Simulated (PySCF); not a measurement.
PySCF input for B(F)(OH)(OSiH3) (BFH4O2Si), SMILES OB(F)O[SiH3], TDA-PBE/def2-SVPD. The structure is a stationary point at B3LYP-D3(BJ)/def2-SVP. This is a generated structure with no PubChem entry under its InChIKey; it may be hypothetical. Other conformers were not sampled.

```python
import numpy as np
from pyscf import gto, scf, dft, tdscf

mol = gto.M(
    atom='''
    B    -0.04822972   -0.96302548   -0.00000000
    F    -0.81782175   -2.05739972    0.00000000
    O     1.30586795   -1.08450917   -0.00000000
    H     1.60805200   -2.00108683    0.00000000
    O    -0.63824072    0.25180646    0.00000000
    Si    0.00866554    1.80195205   -0.00000000
    H     0.83673982    2.01344400   -1.21887094
    H     0.83673982    2.01344400    1.21887095
    H    -1.14232256    2.74021679    0.00000000
    ''',
    basis='def2-SVPD',
    charge=0,
    spin=0,
    symmetry=True,
    max_memory=1600,
    verbose=4,
)
mf = dft.RKS(mol, xc='pbe').density_fit(auxbasis='def2-universal-jkfit')
mf.grids.level = 3
mf.conv_tol = 1e-9
mf.max_cycle = 100
mf.kernel()
mf.grids = dft.Grids(mol).set(level=1).build(with_non0tab=True)  # coarser grid for the response kernel
td = tdscf.TDA(mf)
td.singlet = True
td.nstates = 10
td.conv_tol = 1e-4
td.positive_eig_threshold = 1e-6
td.kernel(x0=td.get_init_guess(mf, 15))
td.analyze()
tt = tdscf.TDA(mf)
tt.singlet = False
tt.nstates = 4
tt.conv_tol = 1e-4
tt.positive_eig_threshold = 1e-6
tt.kernel(x0=tt.get_init_guess(mf, 9))
tt.analyze(verbose=3)
```

Log of the run:

```
PySCF version 2.14.0

[INPUT] verbose = 4
[INPUT] num. atoms = 9
[INPUT] num. electrons = 48
[INPUT] charge = 0
[INPUT] spin (= nelec alpha-beta = 2S) = 0
[INPUT] symmetry True subgroup None
[INPUT] Mole.unit = angstrom
[INPUT] Symbol           X                Y                Z      unit          X                Y                Z       unit  Magmom
[INPUT]  1 B     -0.048229720000  -0.963025480000   0.000000000000 AA   -0.091140961864  -1.819854408178   0.000000000000 Bohr   0.0
[INPUT]  2 F     -0.817821750000  -2.057399720000   0.000000000000 AA   -1.545459126213  -3.887921999557   0.000000000000 Bohr   0.0
[INPUT]  3 O      1.305867950000  -1.084509170000   0.000000000000 AA    2.467732780347  -2.049425310879   0.000000000000 Bohr   0.0
[INPUT]  4 H      1.608052000000  -2.001086830000   0.000000000000 AA    3.038777874059  -3.781506060174   0.000000000000 Bohr   0.0
[INPUT]  5 O     -0.638240720000   0.251806460000   0.000000000000 AA   -1.206100162345   0.475845245796   0.000000000000 Bohr   0.0
[INPUT]  6 Si     0.008665540000   1.801952050000   0.000000000000 AA    0.016375497321   3.405195864099   0.000000000000 Bohr   0.0
[INPUT]  7 H      0.836739820000   2.013444000000  -1.218870940000 AA    1.581209097318   3.804857727149  -2.303332257791 Bohr   0.0
[INPUT]  8 H      0.836739820000   2.013444000000   1.218870950000 AA    1.581209097318   3.804857727149   2.303332276688 Bohr   0.0
[INPUT]  9 H     -1.142322560000   2.740216790000   0.000000000000 AA   -2.158676784312   5.178259255035   0.000000000000 Bohr   0.0

nuclear repulsion = 220.950976439709
point group symmetry = Cs
symmetry origin: [5.11800830e-09 3.93692930e-09 3.93692939e-10]
symmetry axis x: [ 1.00000000e+00 -7.42362489e-11  3.31342489e-10]
symmetry axis y: [-7.42362488e-11 -1.00000000e+00 -1.75451488e-10]
symmetry axis z: [ 3.31342489e-10  1.75451620e-10 -1.00000000e+00]
num. orbitals of irrep A' = 99
num. orbitals of irrep A" = 46
number of shells = 61
number of NR pGTOs = 211
number of NR cGTOs = 145
basis = def2-SVPD
ecp = {}


[settings echo left out]
init E= -566.848747731916
HOMO (A") = -0.347394049353672  LUMO (A') = -0.0665075250688076  gap/eV = 7.64331
cycle= 1 E= -566.317625958616  delta_E= 0.531  |g|= 1.03  |ddm|= 4.23
HOMO (A") = -0.13653931227742  LUMO (A') = -0.0169484867451644  gap/eV = 3.25423
cycle= 2 E= -565.65206858329  delta_E= 0.666  |g|=  2.1  |ddm|= 2.94
HOMO (A") = -0.291256607059908  LUMO (A') = -0.0403225550359338  gap/eV = 6.82826
cycle= 3 E= -566.502009843995  delta_E= -0.85  |g|= 0.21  |ddm|= 2.12
HOMO (A") = -0.284368033991638  LUMO (A') = -0.0376451742097927  gap/eV = 6.71367
cycle= 4 E= -566.508302378483  delta_E= -0.00629  |g|= 0.124  |ddm|= 0.325
HOMO (A") = -0.287708449002055  LUMO (A') = -0.037691203745057  gap/eV = 6.80332
cycle= 5 E= -566.510842906176  delta_E= -0.00254  |g|= 0.0161  |ddm|= 0.099
HOMO (A") = -0.287576303937176  LUMO (A') = -0.0379582606170445  gap/eV = 6.79245
cycle= 6 E= -566.510891484731  delta_E= -4.86e-05  |g|= 0.0102  |ddm|= 0.0254
HOMO (A") = -0.287539741511935  LUMO (A') = -0.0379170714947819  gap/eV = 6.79258
cycle= 7 E= -566.510909916557  delta_E= -1.84e-05  |g|= 0.00165  |ddm|= 0.00994
HOMO (A") = -0.287474945608536  LUMO (A') = -0.0378760406337335  gap/eV = 6.79193
cycle= 8 E= -566.510910502056  delta_E= -5.85e-07  |g|= 0.000347  |ddm|= 0.00251
HOMO (A") = -0.287529407476764  LUMO (A') = -0.0379024740805858  gap/eV = 6.79269
cycle= 9 E= -566.510910534575  delta_E= -3.25e-08  |g|= 5.13e-05  |ddm|= 0.000573
HOMO (A") = -0.28753372482504  LUMO (A') = -0.0379046139049977  gap/eV = 6.79275
cycle= 10 E= -566.510910535161  delta_E= -5.85e-10  |g|= 9.32e-06  |ddm|= 8.37e-05
HOMO (A") = -0.287533177746377  LUMO (A') = -0.0379042426297111  gap/eV = 6.79275
Extra cycle  E= -566.510910535167  delta_E= -6.37e-12  |g|= 8.34e-06  |ddm|= 3.16e-05
converged SCF energy = -566.510910535167
tot grids = 37144
Overwritten attributes  positive_eig_threshold  of <class 'pyscf.tdscf.rks.TDA'>


******** <class 'pyscf.tdscf.rks.TDA'> for <class 'pyscf.df.df_jk.DFSymAdaptedRKS'> ********
nstates = 10 singlet
deg_eia_thresh = 1.000e-03
wfnsym = None
conv_tol = 0.0001
eigh lindep = 1e-12
eigh level_shift = 0
eigh max_cycle = 100


Excitation energies (eV)
[6.85517094 7.02845312 7.6502223  7.74180284 7.83359007 7.9741964
 8.13792792 8.3042691  8.30599836 8.38395873]

** Singlet excitation energies and oscillator strengths **
Excited State   1:   A"      6.85517 eV    180.86 nm  f=0.0025
      24 -> 25        0.70550
Excited State   2:   A'      7.02845 eV    176.40 nm  f=0.0042
      23 -> 25       -0.70353
Excited State   3:   A"      7.65022 eV    162.07 nm  f=0.0041
      22 -> 25        0.29307
      24 -> 26       -0.64180
Excited State   4:   A"      7.74180 eV    160.15 nm  f=0.0068
      22 -> 25        0.64202
      24 -> 26        0.29175
Excited State   5:   A'      7.83359 eV    158.27 nm  f=0.0067
      23 -> 26       -0.70132
Excited State   6:   A'      7.97420 eV    155.48 nm  f=0.0005
      21 -> 25       -0.70338
Excited State   7:   A"      8.13793 eV    152.35 nm  f=0.0237
      23 -> 27        0.30237
      24 -> 28       -0.63409
Excited State   8:   A'      8.30427 eV    149.30 nm  f=0.0483
      23 -> 28        0.59825
      24 -> 27       -0.34917
Excited State   9:   A"      8.30600 eV    149.27 nm  f=0.0310
      23 -> 27       -0.61595
      24 -> 28       -0.27451
      24 -> 29       -0.13489
Excited State  10:   A'      8.38396 eV    147.88 nm  f=0.0749
      23 -> 28       -0.35456
      24 -> 27       -0.58218

** Transition electric dipole moments (AU) **
state          X           Y           Z        Dip. S.      Osc.
  1         0.0000     -0.0000     -0.1228      0.0151      0.0025
  2        -0.0529     -0.1478     -0.0000      0.0247      0.0042
  3        -0.0000     -0.0000     -0.1475      0.0218      0.0041
  4         0.0000      0.0000      0.1888      0.0356      0.0068
  5        -0.1283     -0.1356     -0.0000      0.0348      0.0067
  6         0.0359      0.0348      0.0000      0.0025      0.0005
  7        -0.0000     -0.0000     -0.3446      0.1187      0.0237
  8         0.2969     -0.3865      0.0000      0.2375      0.0483
  9        -0.0000     -0.0000     -0.3900      0.1521      0.0310
 10        -0.3312     -0.5049     -0.0000      0.3646      0.0749

** Transition velocity dipole moments (imaginary part, AU) **
state          X           Y           Z        Dip. S.      Osc.
  1         0.0000     -0.0000     -0.0219      0.0005      0.0013
  2        -0.0221     -0.0286     -0.0000      0.0013      0.0034
  3         0.0000      0.0000     -0.0568      0.0032      0.0077
  4        -0.0000     -0.0000      0.0605      0.0037      0.0086
  5        -0.0462     -0.0267     -0.0000      0.0028      0.0066
  6         0.0281      0.0044      0.0000      0.0008      0.0018
  7         0.0000      0.0000     -0.0933      0.0087      0.0194
  8         0.0812     -0.0885      0.0000      0.0144      0.0315
  9         0.0000     -0.0000     -0.1001      0.0100      0.0219
 10        -0.0939     -0.1101      0.0000      0.0209      0.0453

** Transition magnetic dipole moments (imaginary part, AU) **
state          X           Y           Z
  1         0.6637     -0.4785      0.0000
  2         0.0000      0.0000      0.8348
  3        -0.2422      0.3750      0.0000
  4         0.8713      0.1703      0.0000
  5         0.0000     -0.0000      0.4555
  6         0.0000     -0.0000     -0.9771
  7         0.4979     -0.4476      0.0000
  8         0.0000     -0.0000      0.2317
  9         0.7482      0.2605      0.0000
 10         0.0000     -0.0000     -0.8988


******** <class 'pyscf.tdscf.rks.TDA'> for <class 'pyscf.df.df_jk.DFSymAdaptedRKS'> ********
nstates = 4 triplet
deg_eia_thresh = 1.000e-03
wfnsym = None
conv_tol = 0.0001
eigh lindep = 1e-12
eigh level_shift = 0
eigh max_cycle = 100


Excitation energies (eV)
[6.62720709 6.77163314 7.43239951 7.58430717]

** Triplet excitation energies and oscillator strengths **
Excited State   1:   A"      6.62721 eV    187.08 nm  f=0.0000
Excited State   2:   A'      6.77163 eV    183.09 nm  f=0.0000
Excited State   3:   A"      7.43240 eV    166.82 nm  f=0.0000
Excited State   4:   A"      7.58431 eV    163.47 nm  f=0.0000
```

The run converged.

Cost: around 60 core-seconds (rough).
